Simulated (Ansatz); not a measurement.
Start from `OB[SiH2][SiH2]F` and change one atom or group to get `F[SiH2][SiH2]Cl`.

Ansatz, PBE0-D4/def2-TZVP geometries, multiplicity 1. Each molecule was computed in one conformer, which needn't be the lowest.

```csv
property,`OB[SiH2][SiH2]F`
HOMO energy (B3LYP/def2-TZVPP) / eV,-7.49
HOMO–LUMO gap (PBE/def2-TZVPP) / eV,4.23
HOMO–LUMO gap (PBE0/def2-TZVPP) / eV,6.36
HOMO–LUMO gap (ωB97M-V/def2-TZVPP) / eV,10.37
LUMO energy (ωB97M-V/def2-TZVPP) / eV,0.63
size of the dipole moment (ωB97M-V/def2-TZVPP) / D,1.54
```

**Question.** What does the change do to each property? (Estimate.)

**Answer.** The calculation gave: 
| property | `F[SiH2][SiH2]Cl` | shift |
| --- | --- | --- |
| HOMO energy (B3LYP/def2-TZVPP) / eV | -8.09 | -0.60 |
| HOMO–LUMO gap (PBE/def2-TZVPP) / eV | 5.00 | 0.77 |
| HOMO–LUMO gap (PBE0/def2-TZVPP) / eV | 7.09 | 0.73 |
| HOMO–LUMO gap (ωB97M-V/def2-TZVPP) / eV | 10.94 | 0.57 |
| LUMO energy (ωB97M-V/def2-TZVPP) / eV | 0.59 | -0.04 |
| size of the dipole moment (ωB97M-V/def2-TZVPP) / D | 0.15 | -1.39 |

With PBE0 the HOMO falls by 0.62 eV and the LUMO rises by 0.11 eV, so the gap widens by about 0.73 eV. PBE moves the HOMO by -0.59 eV and ωB97M-V by -0.60 eV. Dipoles are sizes alone; their direction can turn.

B3LYP here is the variant with VWN-RPA as its local correlation; programs differ in this.
